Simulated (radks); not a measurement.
Task: Radial electron density D(r) = 4 pi r^2 rho(r) of an atom or ion with 5 electrons. Calculated with a radial shooting solver on a logarithmic mesh with Libxc functionals: scalar-relativistic Kohn-Sham, SCAN, spin-unpolarised, spherical densities, finite nucleus; meta-GGA in the generalised Kohn-Sham scheme; Fermi nuclear charge, rms radius of each element as measured or else 0.836 A^(1/3) + 0.57 fm.

```
   r/bohr * D(r) (the largest magnitude, 24.2, reaches the edge; | marks zero)
 0.002666 |*
 0.002958 |*
 0.003309 | *
 0.003701 | *
  0.00414 |  *
 0.004593 |  *
 0.005138 |   *
 0.005747 |    *
 0.006377 |     *
 0.007132 |      *
 0.007978 |        *
 0.008923 |         *
 0.009901 |           *
  0.01107 |             *
  0.01239 |                *
  0.01374 |                   *
  0.01537 |                      *
   0.0172 |                          *
  0.01923 |                             *
  0.02134 |                                 *
  0.02387 |                                     *
   0.0267 |                                         *
  0.02963 |                                             *
  0.03314 |                                                 *
  0.03706 |                                                   *
  0.04146 |                                                     *
    0.046 |                                                      *
  0.05145 |                                                      *
  0.05755 |                                                    *
  0.06386 |                                                 *
  0.07142 |                                            *
  0.07989 |                                       *
  0.08936 |                                 *
  0.09915 |                            *
   0.1109 |                        *
    0.124 |                    *
   0.1376 |                  *
    0.154 |                  *
   0.1722 |                   *
   0.1926 |                     *
   0.2137 |                      *
    0.239 |                       *
   0.2674 |                       *
   0.2967 |                     *
   0.3318 |                  *
   0.3712 |              *
   0.4151 |          *
   0.4606 |      *
   0.5152 |   *
   0.5763 | *
   0.6395 |*
   0.7153 *
      0.8 *
   0.8948 *
   0.9929 *
    1.111 *
    1.242 *
```

What is the nuclear charge?

Result: Z = 21. The innermost maximum, from 1s, lies near gamma/Z bohr with gamma = sqrt(1 - (Z/c)^2) = 0.988, here 0.0471 bohr (found: 0.0467), and its height grows with Z. The density is that of the scandium ion Sc16+ in [He] 2s2 2p1; the configuration itself is not fixed sharply by these data, and Z only to about a unit. D(r) has 2 maxima, at r = 0.0467, 0.247 bohr, and minima at 0.149 bohr, inside which lie 2.17 electrons.
